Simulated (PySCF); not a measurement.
These 2 structures share the formula C8H11N. Method used: PBE0-D3(BJ)/def2-SVP geometry optimisation, gas phase (PySCF). One conformer each; no zero-point energy, no entropy. No frequencies were run at this level. Point groups hold within 0.08 Å.

Question: Rank from lowest to highest electronic energy at this level (kcal/mol).
A. `[CH2:1]=[CH:2][C:3](=[CH2:4])/[CH:5]=[CH:6]/[CH:7]=[N:8]/[CH3:9]` with C1–C2–C3–C4 -154°, C2–C3–C5–C6 19°, C5–C6–C7–N8 -179°
B. `[CH:1]#[C:2][CH:3]1[CH2:4][CH2:5][C:6](=[NH:7])[CH2:8][CH2:9]1` with C2–C3–C4–C5 -68°, C3–C4–C5–C6 -54°, C4–C5–C6–N7 -128°, C5–C6–C8–C9 -51°

Answer: B (0.0), A (10.5).

As drawn, the lower has a C≡C bond and an N–H bond, which the higher lacks; the higher has a C=C bond outside aromatic rings, which the lower lacks.

```tsv
SMILES	E (Eh)	E rel (kcal/mol)	dipole (D)	point group	A, B, C (MHz)
C#CC1CCC(=N)CC1	-365.46735	0.0	2.13	–	2903, 1212, 1127
C=CC(=C)/C=C/C=N/C	-365.45064	10.5	1.37	C1	3709, 671.9, 576.8
```

Question: As an exercise, what shares would exp(−E/RT) give at 1000 K from these electronic energies alone (no entropy, no degeneracies)?

Answer: RT = 1.987 kcal/mol: C#CC1CCC(=N)CC1 99.5 %, C=CC(=C)/C=C/C=N/C 0.5 %.
